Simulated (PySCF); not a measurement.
```xyz
5
charge 0 multiplicity 2, angstrom
Rh    0.0000    0.0000    0.0000
H     1.4793    0.8947    0.0000
H     0.8895    1.4824    0.0000
H    -1.4793   -0.8947    0.0000
H    -0.8895   -1.4824    0.0000
```

These are results of UPBE0/[Rh def2-TZVP with ECP28, H def2-TZVP], scalar-relativistic core potentials, density fitting, no spin–orbit coupling, PySCF, not measurements.

This geometry of RhH4 is a stationary point at this level.

Problem. What is the point group?

Solution. D2h.

Problem. Is it a minimum?

Solution. No: it has 2 imaginary modes, at 603i cm⁻¹ (au), 153i cm⁻¹ (b1u).

Problem. Which band is strongest in the infrared?

Solution. 848 cm⁻¹ (b2u), 633 km/mol.

Problem. What are the dipole moment and the gap between the highest occupied and lowest empty levels of either spin?

Solution. 0.00 D and 3.37 eV.

Only a few start shapes were tried, so a lower isomer may exist. With open d or f shells other occupations or spin states may lie lower. At this level a doublet minimum of D2d symmetry lies 11 kJ/mol below this structure.
